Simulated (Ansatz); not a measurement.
Cartesian coordinates in Å:
```
C -0.0866 -1.2583 -0.3922
O -0.5121 -0.6903 0.8263
C -0.6004 0.7435 0.7619
Al 1.0047 1.0348 -0.3380
O 1.0003 -0.5702 -0.9419
H -0.9179 -1.2578 -1.1167
H 0.1953 -2.2881 -0.1579
H -1.5528 1.0548 0.3053
H -0.5999 1.1077 1.7897
H 2.0695 2.1238 -0.7365
```

The species carries charge 0 and has multiplicity 1.

Task: List the PBE0/def2-TZVPP orbital energies in eV (Ansatz 0.2.0). (An estimate is asked.)

Result: The calculation gave: Occupied: -1527.77, -522.82, -522.24, -280.50, -278.92, -113.69, -73.81, -73.64, -73.58, -29.56, -27.18, -19.72, -17.00, -13.98, -13.64, -13.29, -11.93, -11.12, -10.05, -9.11, -8.99, -7.77, -7.12. Lowest empty: -0.94, 0.16, 0.61, 1.90, 2.72, 2.79, 2.89, 3.24.
